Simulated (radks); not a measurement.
The numbers below are computed, except where a source is named.
Effect of the nuclear size on the rubidium ion Rb+, [Kr]. Code: a radial shooting solver on a logarithmic mesh with Libxc functionals. Model: Dirac Kohn-Sham, LDA (Slater exchange, Perdew-Wang correlation), spin-unpolarised, spherical densities, finite nucleus; Fermi nuclear charge, rms radius 4.2036 fm. The rms radius is varied about that value; shifts are against it.

[
 {"rms radius (fm)": "3.5184", "total energy shift (eV)": "-0.216", "density at nucleus (e/bohr^3)": "5.551e+04", "1s1/2 shift (meV)": "-91.5", "2s1/2 shift (meV)": "-9.35", "3p1/2 shift (meV)": "0.139", "4s1/2 shift (meV)": "-0.190"},
 {"rms radius (fm)": "3.964", "total energy shift (eV)": "-0.0794", "density at nucleus (e/bohr^3)": "5.495e+04", "1s1/2 shift (meV)": "-33.7", "2s1/2 shift (meV)": "-3.44", "3p1/2 shift (meV)": "0.051", "4s1/2 shift (meV)": "-0.070"},
 {"rms radius (fm)": "4.2036", "total energy shift (eV)": "0", "density at nucleus (e/bohr^3)": "5.468e+04", "1s1/2 shift (meV)": "0.000", "2s1/2 shift (meV)": "0.000", "3p1/2 shift (meV)": "0.000", "4s1/2 shift (meV)": "0.000"},
 {"rms radius (fm)": "4.4012", "total energy shift (eV)": "0.0687", "density at nucleus (e/bohr^3)": "5.447e+04", "1s1/2 shift (meV)": "29.1", "2s1/2 shift (meV)": "2.98", "3p1/2 shift (meV)": "-0.044", "4s1/2 shift (meV)": "0.060"},
 {"rms radius (fm)": "5.2293", "total energy shift (eV)": "0.388", "density at nucleus (e/bohr^3)": "5.369e+04", "1s1/2 shift (meV)": "165", "2s1/2 shift (meV)": "16.8", "3p1/2 shift (meV)": "-0.249", "4s1/2 shift (meV)": "0.342"}
]

Slopes of the eigenvalues against <r^2> in GHz/fm^2, as finite differences over the two radii next to the reference (eigenvalue slopes, not the field-shift constants of lines): 1s1/2 4150, 2s1/2 425, 3p1/2 -6.29, 4s1/2 8.62.
